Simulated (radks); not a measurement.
Dipole-allowed excitations along the series with 48 electrons in [Kr] 4d10 5s2. Method: scalar-relativistic Kohn-Sham, LB94 model potential, spin-polarised, spherical densities, finite nucleus; Fermi nuclear charge, rms radius of each element as measured or else 0.836 A^(1/3) + 0.57 fm; computed with a radial shooting solver on a logarithmic mesh with Libxc functionals. Time-dependent linear response with the Hartree and adiabatic LDA kernel, continuum included through the Sternheimer equations, no spin-orbit coupling, so fine structure and intercombination lines are absent. Lines are the poles of the dipole polarisability below minus the highest occupied eigenvalue, found on a grid refined at the orbital gaps; the lowest seven at most are given, and weak or close lines can be missed. The first line takes the name of the lowest orbital gap if no other gap lies below it; otherwise a line is named after a gap within 0.6 % of it, if that gap stands alone.

species,-e(HOMO) (eV),lowest orbital gap (eV),first line (eV),f,strongest line (eV),its f,static alpha (bohr^3)
Ce10+,180.37,5s-5p 23.083,26.881 (5s-5p),1.52,135.86 (unassigned),7.56,2.046
Pr11+,204.69,5s-5p 25.017,29.026 (5s-5p),1.52,144.85 (unassigned),7.85,1.749
Nd12+,230.29,5s-5p 27.007,31.225 (5s-5p),1.51,154.26 (unassigned),4.13,1.507
